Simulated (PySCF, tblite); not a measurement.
C₆H₁₄N₂.
Z-matrix (Å and degrees, GFN2-xTB geometry), rows numbered from 1:
```
C 
C   1  1.5267
C   2  1.5328  1  110.21
N   2  1.4579  1  107.69  3  -127.35
C   4  1.4594  2  116.99  1  -170.13
C   5  1.5431  4  106.93  2  -103.28
C   6  1.5431  5  103.12  4   -11.53
N   4  1.4203  2  113.46  1    64.32
H   1  1.0863  2  109.99  3  -176.88
H   1  1.0862  2  109.42  3    64.02
H   1  1.0866  2  110.42  3   -56.35
H   2  1.0973  1  108.87  3   119.19
H   3  1.0876  2  111.15  1  -177.22
H   3  1.0878  2  109.61  1    63.15
H   3  1.0865  2  110.13  1   -56.13
H   5  1.0890  4  110.93  2    20.21
H   5  1.0967  4  107.69  2   138.50
H   6  1.0890  5  111.54  4   107.81
H   6  1.0890  5  111.13  4  -131.32
H   7  1.0900  6  112.59  5  -126.69
H   7  1.0930  6  110.69  5   112.23
H   8  1.0191  4  106.46  2  -141.19
```

Level of theory: PBE0/pcSseg-1 in PySCF (dipole) on a GFN2-xTB geometry, gas phase.

Take the most abundant isotopes and a rigid rotor. The values belong to one conformer with, in the numbering `[CH3:1][CH:2]([CH3:3])[N:4]1[CH2:5][CH2:6][CH2:7][NH:8]1`, C1–C2–N4–C5 -170°, C2–N4–C5–C6 -103°, N4–C5–C6–C7 -12°, C5–C6–C7–N8 -6°, C6–C7–N8–N4 22°.

Task: Give the principal moments of inertia and the rotational constants in cm⁻¹.

Result: Ia = 147.78, Ib = 321.55, Ic = 334.37 u·Å²; 505379 MHz·u·Å²/I gives 3420, 1572 and 1511 MHz, that is A = 0.11407, B = 0.05243, C = 0.05042 cm⁻¹.

Task: Classify the top.

Result: A near-prolate asymmetric top; Ray's κ = -0.937.

Task: Is it planar, by Δ = Ic − Ia − Ib?

Result: Not planar: Δ = Ic − Ia − Ib = -134.95 u·Å². For a rigid frame Δ = −2 Σ m c², so Σ m c² = 67.48 u·Å² lies off the ab plane: 20.00 from hydrogen and 47.48 from heavier atoms. The atom farthest from that plane is 2.03 Å away.

Task: Give the coordinates in the principal-axis frame, origin at the centre of mass.

Result: The sense of each axis is arbitrary; atoms in the order of the calculation.
```tsv
atom	mass (u)	a (Å)	b (Å)	c (Å)
C1	12.000	-2.392	0.673	-0.123
C2	12.000	-1.301	-0.379	-0.310
C3	12.000	-1.194	-1.260	0.939
N4	14.003	-0.081	0.314	-0.708
C5	12.000	1.034	-0.513	-1.156
C6	12.000	2.049	-0.567	0.005
C7	12.000	1.534	0.521	0.971
N8	14.003	0.422	1.190	0.290
H9	1.008	-2.502	1.259	-1.031
H10	1.008	-2.114	1.340	0.688
H11	1.008	-3.340	0.197	0.111
H12	1.008	-1.562	-1.012	-1.167
H13	1.008	-0.389	-1.984	0.842
H14	1.008	-2.125	-1.804	1.083
H15	1.008	-1.016	-0.645	1.817
H16	1.008	0.689	-1.499	-1.463
H17	1.008	1.485	-0.021	-2.026
H18	1.008	2.056	-1.545	0.484
H19	1.008	3.057	-0.351	-0.344
H20	1.008	2.306	1.244	1.235
H21	1.008	1.160	0.072	1.894
H22	1.008	0.767	2.016	-0.197
```

Task: Where do the levels up to J = 5 lie, in K?

Result: Above 0(0,0), as E/k:
J = 1: 1(0,1) 0.148, 1(1,1) 0.237, 1(1,0) 0.240
J = 2: 2(0,2) 0.444, 2(1,2) 0.530, 2(1,1) 0.538, 2(2,1) 0.804, 2(2,0) 0.805
J = 3: 3(0,3) 0.887, 3(1,3) 0.969, 3(1,2) 0.987, 3(2,2) 1.248, 3(2,1) 1.249, 3(3,1) 1.699, 3(3,0) 1.699
J = 4: 4(0,4) 1.479, 4(1,4) 1.555, 4(1,3) 1.584, 4(2,3) 1.840, 4(2,2) 1.841, 4(3,2) 2.291, 4(3,1) 2.291, 4(4,1) 2.922, 4(4,0) 2.922
J = 5: 5(0,5) 2.217, 5(1,5) 2.287, 5(1,4) 2.331, 5(2,4) 2.580, 5(2,3) 2.582, 5(3,3) 3.031, 5(3,2) 3.031, 5(4,2) 3.662, 5(4,1) 3.662, 5(5,1) 4.473, 5(5,0) 4.473

Task: Which types of transition are allowed, and where do some lines up to J = 2 fall?

Result: The dipole components are |μa| = 1.36 D, |μb| = 0.69 D, |μc| = 0.09 D. The squared components, which scale the intensities, stand as 1.00 : 0.26 : 0.00 (a : b : c). Some lines, for components of 0.1 D or more:

| type | branch | J(Ka,Kc) | MHz | lower level (cm⁻¹) |
| --- | --- | --- | --- | --- |
| b | Q | 1(1,0) ← 1(0,1) | 1908 | 0.103 |
| b | Q | 2(1,1) ← 2(0,2) | 1970 | 0.308 |
| a | R | 1(0,1) ← 0(0,0) | 3083 | 0.000 |
| b | R | 2(0,2) ← 1(1,1) | 4317 | 0.164 |
| b | R | 1(1,1) ← 0(0,0) | 4931 | 0.000 |
| b | Q | 2(2,0) ← 2(1,1) | 5546 | 0.374 |
| b | Q | 2(2,1) ← 2(1,2) | 5725 | 0.368 |
| a | R | 2(1,2) ← 1(1,1) | 6106 | 0.164 |
| a | R | 2(0,2) ← 1(0,1) | 6165 | 0.103 |
| a | R | 2(1,1) ← 1(1,0) | 6227 | 0.166 |
| b | R | 2(1,2) ← 1(0,1) | 7954 | 0.103 |
| b | R | 2(2,1) ← 1(1,0) | 11771 | 0.166 |
| b | R | 2(2,0) ← 1(1,1) | 11833 | 0.164 |

Task: Estimate the classical rotational partition function at 10 K, 200 K and 298.15 K.

Result: Point group C1, symmetry number σ = 1; q = (√π/σ)·√((kT/h)³/(ABC)), k/h = 20836.6 MHz/K: 1870 at 10 K, 167000 at 200 K, 305000 at 298.15 K.

Its GFN2-xTB frequencies are all real (lowest 65 cm⁻¹). Zero-point vibration and centrifugal distortion are left out. A rigid rotor knows nothing of inversion at nitrogen or internal rotation, which can split or shift real lines. Quadrupole hyperfine structure (14N) is left out.
